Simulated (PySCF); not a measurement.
SiOF, SMILES O=[Si]F, multiplicity 2. The structure is a stationary point at PBE0-D3(BJ)/def2-TZVP.

Computed equilibrium geometry at PBE0-D3(BJ)/def2-TZVP (PySCF confirms it by a frequency run) as bond lengths and angles, and its point group:
point group Cs.
Atoms: Si1 O2 F3. Bonds (Å): Si1–O2 1.520, Si1–F3 1.586. Angles (°): O2–Si1–F3 126.9.
Charge 0, spin multiplicity 2.
